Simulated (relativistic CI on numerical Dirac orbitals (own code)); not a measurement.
## Radial parameters of Ag41+

Calculated at this level of theory: Dirac-Coulomb-Breit CI, orbitals from a KLI potential per configuration, model QED (radiative potential, 1s self-energy scaled to tabulated hydrogen-like ionisation energies), unscaled Slater integrals (own radial code, finite nucleus).

Slater integrals F^k, G^k are unscaled and averaged over j, outside the closed core 1s2; ζ comes from projecting the Hamiltonian with its Breit term on Σ l·s of the shell.

- 2s2 2p2: F^2(2p,2p) = 862120, ζ(2p) = 1.0373e+06 cm⁻¹; <r>(2p) = 0.1104, <r^2>(2p) = 0.01476 (bohr units).
- 2s 2p3: F^2(2p,2p) = 860910, G^1(2s,2p) = 911210, ζ(2p) = 1.0323e+06 cm⁻¹; <r>(2s) = 0.1281, <r^2>(2s) = 0.0193, <r>(2p) = 0.1106, <r^2>(2p) = 0.0148 (bohr units).
- 2p4: F^2(2p,2p) = 859030, ζ(2p) = 1.0273e+06 cm⁻¹; <r>(2p) = 0.1108, <r^2>(2p) = 0.01486 (bohr units).

Averages of the first 10 configurations, taken without configuration mixing, which lowers the lowest level and can move excited configurations by several eV; other configurations of the list can lie among them:

```
Configuration  Parity  States  Average energy above the lowest level (eV)
      2s2 2p2    even      15                                       254.2
       2s 2p3     odd      40                                       544.4
          2p4    even      15                                       871.7
       2p3 3s     odd      40                                      4388.9
       2p3 3p    even     120                                      4473.9
       2p3 3d     odd     200                                      4550.6
    2s2 2p 3s     odd      12                                      3820.7
    2s2 2p 3p    even      36                                      3911.5
    2s2 2p 3d     odd      60                                      3988.4
    2s 2p2 3s    even      60                                      4086.1
```
